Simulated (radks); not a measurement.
The dysprosium ion Dy+, configuration [Xe] 4f9.5 6s1.5 (fractional occupations, a model configuration). Calculated with a radial shooting solver on a logarithmic mesh with Libxc functionals: Dirac Kohn-Sham, PBE, spin-unpolarised, spherical densities, point nucleus; open shells fill j = l - 1/2 first.

Normalised radial functions P(r) = r R(r) (large component), r in bohr:

r,4d5/2,5p1/2,6s1/2
0.00191,0.0000,0.0072,0.0252
0.002589,0.0001,0.0106,0.0313
0.003508,0.0003,0.0157,0.0380
0.004755,0.0006,0.0235,0.0449
0.006444,0.0014,0.0355,0.0509
0.008804,0.0034,0.0540,0.0541
0.01193,0.0079,0.0802,0.0517
0.01617,0.0178,0.1159,0.0403
0.02192,0.0388,0.1595,0.0168
0.0297,0.0810,0.2031,-0.0187
0.04025,0.1602,0.2273,-0.0587
0.05499,0.2982,0.1987,-0.0850
0.07453,0.4924,0.0858,-0.0699
0.101,0.7045,-0.1065,-0.0011
0.1369,0.8140,-0.2900,0.0903
0.1855,0.6370,-0.2986,0.1212
0.2535,0.0410,-0.0168,0.0207
0.3435,-0.7693,0.3711,-0.1376
0.4655,-1.3475,0.4658,-0.1649
0.6309,-1.3405,0.0534,0.0249
0.8551,-0.8825,-0.5775,0.2535
1.168,-0.3796,-0.9462,0.2563
1.583,-0.1060,-0.8436,-0.0261
2.146,-0.0170,-0.4908,-0.3944
2.908,-0.0013,-0.1873,-0.6003
3.941,0.0000,-0.0440,-0.5414
5.384,0.0000,-0.0051,-0.3020
7.297,0.0000,-0.0003,-0.1021
9.889,0.0000,0.0000,-0.0179

4d5/2: eigenvalue -160.72 eV, 1 radial node at r = 0.258 bohr, <r> = 0.614 bohr, 90 % of the charge inside 0.923 bohr. 5p1/2: eigenvalue -37.803 eV, 3 radial nodes at r = 0.0863, 0.257, 0.648 bohr, <r> = 1.45 bohr, 90 % of the charge inside 2.13 bohr. 6s1/2: eigenvalue -9.643 eV, 5 radial nodes at r = 0.0256, 0.101, 0.264, 0.612, 1.55 bohr, <r> = 3.59 bohr, 90 % of the charge inside 5.20 bohr.
